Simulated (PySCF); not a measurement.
C2H8SSi.
Atom-mapped SMILES: `[SiH3:1][CH2:2][CH2:3][SH:4]` (hydrogens: H5, H6, H7 on Si1; H8, H9 on C2; H10, H11 on C3; H12 on S4)

Computed by this run: PBE0-D3(BJ)/def2-SVP geometry optimisation, gas phase (PySCF); density fitting, grid level 1; the optimiser is geomeTRIC in internal coordinates, started from a GFN2-xTB structure.

Step 0: E = -20900.2629 eV
```
atom  x, y, z in Å  |  force x, y, z in eV/Å
Si1     1.7977    0.1586   -0.1015   -1.014   0.102  -0.365
C2     -0.0548    0.1353   -0.5523    0.404  -0.191   0.452
C3     -0.9069   -0.4308    0.5624   -0.588   0.276  -0.468
S4     -2.6831   -0.5368    0.1161    0.089  -0.599   0.143
H5      2.2492   -1.2096    0.1517    0.259  -0.558   0.118
H6      2.5300    0.7466   -1.2214    0.452   0.226  -0.422
H7      1.9807    0.9700    1.1032    0.166   0.316   0.505
H8     -0.2119   -0.4566   -1.4562    0.040  -0.171  -0.345
H9     -0.3896    1.1495   -0.7841    0.017   0.364  -0.107
H10    -0.6283   -1.4584    0.7932    0.096  -0.353   0.188
H11    -0.8332    0.1658    1.4716    0.142   0.089   0.372
H12    -2.8484    0.7659   -0.1089   -0.062   0.499  -0.070
```

Task: Estimate the geometry and energy of step 1. (The exact step hangs on the optimiser's Hessian estimate; all steps are aligned on step 0, rigid shifts and turns removed.)

Result: E = -20900.3273 eV, largest force 0.172 eV/Å
```
atom  x, y, z in Å  |  force x, y, z in eV/Å
Si1     1.7857    0.1661   -0.1172    0.024  -0.039   0.064
C2     -0.0559    0.1307   -0.5501   -0.053   0.050  -0.119
C3     -0.9414   -0.4253    0.5528    0.074  -0.061   0.128
S4     -2.7068   -0.5579    0.1237   -0.016   0.164  -0.051
H5      2.2787   -1.2221    0.1507   -0.008   0.014  -0.001
H6      2.5927    0.7516   -1.2316   -0.049   0.000  -0.014
H7      2.0134    0.9859    1.1150   -0.009  -0.006  -0.015
H8     -0.1959   -0.4589   -1.4733    0.028   0.024   0.027
H9     -0.3687    1.1615   -0.7992    0.033  -0.035   0.005
H10    -0.6537   -1.4612    0.8055   -0.020   0.072  -0.012
H11    -0.8411    0.1607    1.4820   -0.005  -0.033  -0.040
H12    -2.9056    0.7681   -0.0844    0.000  -0.151   0.029
```

The energy changes by -0.0644 eV. The first-order estimate −F·Δx gives -0.1422 eV and the mean of the old and new forces, exact on a quadratic surface, -0.0646 eV. The step makes an angle of 58° with the force vector and moves no atom by more than 0.064 Å.

What follows is the cost of the whole optimisation. Hardware: Arm Neoverse V1, one thread (shared host). Cost: 12 s, 0.46 GiB resident at most.
